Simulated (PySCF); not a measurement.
**PI: energy against distance**

Set-up: basis P x2c-SVPall, I x2c-SVPall; spin-free X2C with a Gaussian nucleus; PySCF 2.14. Energies in eV from P + I in their ground configurations at the same level. State: ³Σ⁻ (triplet), unpaired electrons π ↑↑.

All columns are PBE0. A positive dipole means P(−)I(+).

```
R (Å)  E (eV)  μ (D)  Mulliken charge on P (basis-dependent)  HOMO (eV)  LUMO (eV)  Mayer bond order  ⟨S²⟩
2.065  -1.357   1.24                                   -0.04      -5.96      -2.39              1.55  2.01
2.161  -2.001   0.91                                    0.01      -6.18      -2.55              1.47  2.01
2.257  -2.340   0.55                                    0.05      -6.39      -2.69              1.40  2.01
2.329  -2.454   0.27                                    0.07      -6.53      -2.80              1.36  2.01
2.401  -2.481  -0.01                                    0.10      -6.67      -2.89              1.31  2.01
2.473  -2.443  -0.29                                    0.11      -6.79      -2.98              1.27  2.01
2.569  -2.323  -0.65                                    0.13      -6.93      -3.09              1.22  2.01
2.689  -2.101  -1.08                                    0.15      -7.06      -3.21              1.17  2.01
2.833  -1.781  -1.55                                    0.17      -7.14      -3.51              1.10  2.02
3.025  -1.335  -2.05                                    0.18      -7.15      -4.10              0.99  2.08
```

A fit through these points gives, at Re = 2.391 Å, μ = 0.03 D and dμ/dR = -3.89 D/Å; the reduced mass is 24.9 u.

How strong is the fundamental in the double-harmonic approximation, I = 42.26·(dμ/dR)²/μred km/mol?

I = 42.26·(-3.89)²/24.9 = 25.7 km/mol at PBE0.

Spin–orbit coupling is left out, which matters for elements this heavy, above all for dissociation energies. The state was picked by a PBE0 search and need not be the measured ground state.
